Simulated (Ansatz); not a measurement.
Consider the formal hydrolysis of the Si–N bond: `N[SiH](Cl)Br` + H₂O → `O[SiH](Cl)Br` + NH₃.

Computed with Ansatz on PBE0-D4/def2-TZVP structures; ΔE is electronic, products minus reactants. CCSD(T)/CBS adds triple-zeta CCSD(T) − MP2 to the extrapolated MP2 energy (def2 sets, frozen cores). This one scheme is used for every species. For Br outer-core shells are correlated without core-valence functions, which leaves a few kJ/mol of doubt a bond. Scalar relativity is left out up to krypton. One conformer a species, not always the lowest.

```tsv
species	CCSD/CBS(def2) energy (Eh)
`N[SiH](Cl)Br`	-3378.78822
H₂O	-76.37179
`O[SiH](Cl)Br`	-3398.67464
NH₃	-56.50119
```

(1) Work out ΔE.

Largest T1 diagnostic among the species: 0.009.

Results:

(1) ΔE = (-3398.67464) + (-56.50119) − (-3378.78822) − (-76.37179) = -0.01582 Eh = -9.9 kcal/mol. CCSD(T)/CBS gives -9.9 kcal/mol.

In def2-TZVPP, CCSD(T) changes the Hartree–Fock value by +1.2 kcal/mol (the triples alone add +0.1 kcal/mol) and MP2 by +1.5 kcal/mol. Leaving LDA and LC-ωPBE aside and taking each functional with its dispersion term where it has one, the values, not all of them listed here, spread over 2.1 kcal/mol, from B97M-V to revPBE-D4.
